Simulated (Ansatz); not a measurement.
Reaction (cleavage of the Si–Ge bond): `[SiH3][GeH2][GaH2]` + `[OH][GeH2][OH]` → `[OH][GeH2][O][SiH3]` + `[GaH2][GeH3]`

Calculated with Ansatz (gas phase, PBE0-D4/def2-TZVP geometries, no zero-point term in ΔE). CCSD(T)/CBS is the MP2 limit (def2-TZVPP, def2-QZVPP) plus CCSD(T) − MP2 in def2-TZVPP, frozen cores. For Ga, Ge outer-core shells are correlated without core-valence functions, which leaves a few kJ/mol of doubt a bond. Scalar relativity is left out up to krypton. One conformer a species, not always the lowest.

| species | CCSD(T)/CBS(def2) energy (Eh) |
| --- | --- |
| `[SiH3][GeH2][GaH2]` | -4293.32361 |
| `[OH][GeH2][OH]` | -2228.90876 |
| `[OH][GeH2][O][SiH3]` | -2519.22859 |
| `[GaH2][GeH3]` | -4003.03316 |

(1) Work out ΔE.

Largest T1 diagnostic among the species: 0.013.

Results:

(1) ΔE = (-2519.22859) + (-4003.03316) − (-4293.32361) − (-2228.90876) = -0.02938 Eh = -77.1 kJ/mol.

From PBE to PBE0 (25 % exact exchange), in def2-TZVPP and without D4, ΔE moves by −7.8 kJ/mol. In def2-TZVPP, CCSD(T) changes the Hartree–Fock value by +27.8 kJ/mol (the triples alone add +3.6 kJ/mol) and MP2 by +25.6 kJ/mol.
